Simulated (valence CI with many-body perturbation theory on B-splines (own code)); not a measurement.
Nb IX: electric-dipole lines

Calculated by configuration interaction combined with many-body perturbation theory (CI+MBPT): five valence electrons over a frozen Dirac-Fock core [Ar] 3d10, radial functions for each j: 11 s, 11 p, 10 d, 8 f, 5 g, 2 h, with the one-electron correlation potential Σ1 (screened to all orders), the two-electron term Σ2, the three-electron term Σ3, Breit, model QED; selected single and double excitations, second order for the rest (own B-spline code, finite nucleus).

No measured levels were compared; by estimate levels hold to about 250 cm⁻¹ or 0.2 % of their energy and the worst to 1 %, as in measured heavy ions of charge 2 to 7; those with d or f electrons hold less well. Among the levels kept, up to 2900 cm⁻¹ of a level comes from second order outside the variational space, and about a tenth of that is noise between levels of different J, which matters for small intervals.

Lines 201 to 250 of 584 in falling wavelength, among levels below 712900 cm⁻¹, chosen from the strongest by gf and those to the six lowest levels. Wavelengths and rates use the calculated energies, so an error of 600 cm⁻¹ moves a line at 32.67 nm by 0.2 % and its rate by three times that or more. Electric multipoles are in the length gauge, E1 and E2 with the static RPA response of the core. Weak lines are less certain than strong ones. Lines between different terms over intervals too small for the method are left out, as are lines whose strength nearly cancels. Where a level lies close to another of its J and parity, the split of strength between their lines is uncertain. The highest levels of a list are the least certain.

Names give the largest LS component (configuration and term), which can be under half, so a name can repeat, a term be missing and a line seem to break the LS rules; names also repeat where a configuration has a term twice. Letters in brackets count levels of one name in rising energy.

| λ vac (nm) | Upper | Lower | A (s⁻¹) | log gf | Branch % |
| --- | --- | --- | --- | --- | --- |
| 32.67 | 4s2 4p2 5p 4P°_5/2 | 4s2 4p2 4d 4D_7/2 | 3.85e+09 | -0.43 | 15.4 |
| 32.63 | 4s2 4p2 4f 2H°_11/2 | 4s2 4p2 4d 2G_9/2 | 4.16e+09 | -0.10 | 83.1 |
| 32.59 | 4s2 4p2 4f 4F°_9/2 | 4s2 4p2 4d 2G_9/2 | 1.66e+09 | -0.58 | 2.4 |
| 32.54 | 4s2 4p2 4f 2G°_7/2 [b] | 4s2 4p2 4d 4P_5/2 | 1.79e+09 | -0.64 | 2.8 |
| 32.53 | 4s2 4p2 5p 2F°_7/2 [b] | 4s2 4p2 4d 2G_9/2 | 1.22e+10 | 0.19 | 31.2 |
| 32.50 | 4s2 4p2 5p 2D°_5/2 [c] | 4s2 4p2 4d 2G_7/2 | 3.78e+09 | -0.45 | 10.8 |
| 32.46 | 4s2 4p2 5p 2D°_3/2 [a] | 4s2 4p2 4d 2F_5/2 [a] | 9.75e+09 | -0.21 | 32.1 |
| 32.45 | 4s2 4p2 4f 2G°_7/2 [a] | 4s2 4p2 4d 4D_7/2 | 1.27e+09 | -0.79 | 4.4 |
| 32.43 | 4s2 4p2 5p 2F°_7/2 [a] | 4s2 4p2 4d 2G_7/2 | 2.27e+09 | -0.54 | 7.3 |
| 32.35 | 4s2 4p2 4f 4G°_7/2 | 4s2 4p2 4d 4F_9/2 | 2.72e+09 | -0.47 | 14.9 |
| 32.30 | 4s2 4p2 5p 2D°_5/2 [a] | 4s2 4p2 4d 2F_7/2 [a] | 9.39e+09 | -0.05 | 44.3 |
| 32.30 | 4s2 4p2 5p 4D°_3/2 | 4s2 4p2 4d 4F_5/2 | 1.66e+10 | 0.02 | 70.4 |
| 32.30 | 4s2 4p2 5p 2D°_5/2 [d] | 4s2 4p2 4d 2G_7/2 | 5.69e+09 | -0.27 | 18.3 |
| 32.23 | 4s2 4p2 5p 4P°_3/2 | 4s2 4p2 4d 4D_5/2 | 3.64e+09 | -0.64 | 19.1 |
| 32.17 | 4s2 4p2 4f 2G°_7/2 [b] | 4s2 4p2 4d 2G_9/2 | 1.18e+10 | 0.16 | 18.2 |
| 32.15 | 4s2 4p2 4d 2F_7/2 [a] | 4s2 4p3 2D°_5/2 | 1.04e+08 | -1.89 | 100.0 |
| 32.15 | 4s2 4p2 4d 4D_3/2 | 4s2 4p3 2D°_5/2 | 1.87e+09 | -0.94 | 52.6 |
| 32.09 | 4s2 4p2 5p 4D°_5/2 | 4s2 4p2 4d 2F_5/2 [a] | 1.91e+09 | -0.75 | 7.0 |
| 32.07 | 4s2 4p2 5p 4P°_1/2 | 4s2 4p2 4d 4D_1/2 | 5.55e+09 | -0.77 | 31.1 |
| 31.99 | 4s2 4p2 5p 4D°_5/2 | 4s2 4p2 4d 4F_7/2 | 1.54e+10 | 0.15 | 56.4 |
| 31.88 | 4s2 4p2 5p 4D°_7/2 | 4s2 4p2 4d 4F_9/2 | 1.61e+10 | 0.29 | 70.3 |
| 31.85 | 4s2 4p 4d2 4G°_5/2 | 4s2 4p2 4d 2G_7/2 | 5.56e+09 | -0.29 | 8.1 |
| 31.81 | 4s2 4p2 4f 4G°_9/2 | 4s2 4p2 4d 4F_9/2 | 9.49e+08 | -0.84 | 8.5 |
| 31.80 | 4s2 4p2 5p 4D°_1/2 [b] | 4s2 4p2 4d 4F_3/2 | 5.59e+09 | -0.77 | 32.9 |
| 31.77 | 4s2 4p2 5p 4D°_3/2 | 4s2 4p2 4d 4F_3/2 | 3.56e+09 | -0.67 | 15.1 |
| 31.77 | 4s2 4p2 5p 2D°_5/2 [a] | 4s2 4p2 4d 2F_5/2 [a] | 1.56e+09 | -0.85 | 7.4 |
| 31.71 | 4s2 4p2 4f 2G°_7/2 [b] | 4s2 4p2 4d 2G_7/2 | 6.10e+09 | -0.13 | 9.4 |
| 31.70 | 4s2 4p2 5p 4D°_7/2 | 4s2 4p2 4d 2F_7/2 [a] | 1.97e+09 | -0.62 | 8.6 |
| 31.66 | 4s2 4p2 5p 2D°_5/2 [a] | 4s2 4p2 4d 4F_7/2 | 1.99e+09 | -0.75 | 9.4 |
| 31.65 | 4s2 4p 4d2 4G°_7/2 | 4s2 4p2 4d 2G_9/2 | 3.27e+09 | -0.41 | 3.8 |
| 31.59 | 4s 4p3 4d 2F°_5/2 [c] | 4s2 4p2 4d 4F_3/2 | 1.65e+09 | -0.83 | 7.9 |
| 31.55 | 4s2 4p2 4d 4D_1/2 | 4s2 4p3 2D°_3/2 | 1.59e+09 | -1.32 | 62.1 |
| 31.51 | 4s2 4p2 4d 2P_3/2 [a] | 4s2 4p3 2P°_1/2 | 1.21e+09 | -1.14 | 2.1 |
| 31.50 | 4s2 4p2 4d 4D_5/2 | 4s2 4p3 2D°_5/2 | 7.14e+08 | -1.20 | 26.4 |
| 31.49 | 4s2 4p2 4f 2F°_5/2 [b] | 4s2 4p2 4d 4P_3/2 | 1.80e+09 | -0.79 | 3.7 |
| 31.46 | 4s 4p3 4d 4D°_5/2 [a] | 4s 4p4 4P_5/2 | 5.32e+08 | -1.32 | 41.2 |
| 31.38 | 4s2 4p2 5p 2D°_5/2 [b] | 4s2 4p2 4d 4D_7/2 | 5.36e+09 | -0.32 | 26.9 |
| 31.37 | 4s 4p3 4d 4D°_3/2 [a] | 4s 4p4 4P_5/2 | 1.44e+08 | -2.07 | 10.3 |
| 31.33 | 4s2 4p2 5p 2P°_1/2 [c] | 4s2 4p2 4d 2D_3/2 [a] | 5.87e+09 | -0.76 | 29.4 |
| 31.23 | 4s2 4p2 4f 4F°_5/2 | 4s2 4p2 4d 2G_7/2 | 2.69e+09 | -0.63 | 3.1 |
| 31.21 | 4s2 4p2 4d 2P_1/2 [a] | 4s2 4p3 2P°_3/2 | 1.09e+10 | -0.50 | 17.1 |
| 31.19 | 4s2 4p2 4f 4G°_11/2 | 4s2 4p2 4d 4F_9/2 | 1.25e+10 | 0.34 | 99.4 |
| 31.19 | 4s 4p3 4d 4D°_7/2 [a] | 4s 4p4 4P_5/2 | 3.66e+08 | -1.37 | 48.1 |
| 31.19 | 4s 4p3 4d 2F°_7/2 [c] | 4s2 4p2 4d 4F_5/2 | 3.36e+09 | -0.41 | 9.0 |
| 31.13 | 4s2 4p2 4f 4F°_7/2 | 4s2 4p2 4d 4P_5/2 | 1.46e+09 | -0.77 | 2.2 |
| 31.09 | 4s2 4p2 5p 4D°_7/2 | 4s2 4p2 4d 4F_7/2 | 1.92e+09 | -0.65 | 8.3 |
| 31.09 | 4s2 4p 4d2 4G°_9/2 | 4s2 4p2 4d 2G_9/2 | 3.53e+09 | -0.29 | 4.0 |
| 31.08 | 4s2 4p2 5p 2D°_5/2 [d] | 4s2 4p2 4d 4D_7/2 | 2.09e+09 | -0.74 | 6.7 |
| 31.05 | 4s2 4p 4d2 4D°_3/2 | 4s2 4p2 4d 4P_3/2 | 2.53e+09 | -0.83 | 3.4 |
| 31.03 | 4s2 4p2 4f 2F°_5/2 [a] | 4s2 4p2 4d 2G_7/2 | 6.29e+09 | -0.26 | 15.1 |

(1) How does gf follow from A for the line at 31.59 nm?

Results:

(1) gf = 1.4992 × (2J+1)_upper × A / σ², with σ = 316510 cm⁻¹ and 2J+1 = 6: gf = 0.148.
